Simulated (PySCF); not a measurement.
Vertical excitations of a molecule C2H7GeN from TDA-PBE/def2-SVPD (PySCF), as energy in eV (oscillator strength): 4.58 (0.035), 5.73 (0.014), 6.19 (0.007), 6.39 (0.074), 6.56 (0.025), 6.60 (0.047), 6.72 (0.014), 6.95 (0.008), 6.98 (0.017), 7.14 (0.008). Lowest triplet (TDA): 4.13 eV. Coordinates come from a PBE0-D3(BJ)/def2-SVP optimisation. The values are those of a single conformer.

Q: Which structure fits?
A. C/C=[N]\[GeH3]
B. [CH2]1N[CH2][GeH2]1
C. C/N=[CH]\[GeH3]
D. C=[CH][GeH2][NH2]

A: D, C=[CH][GeH2][NH2]
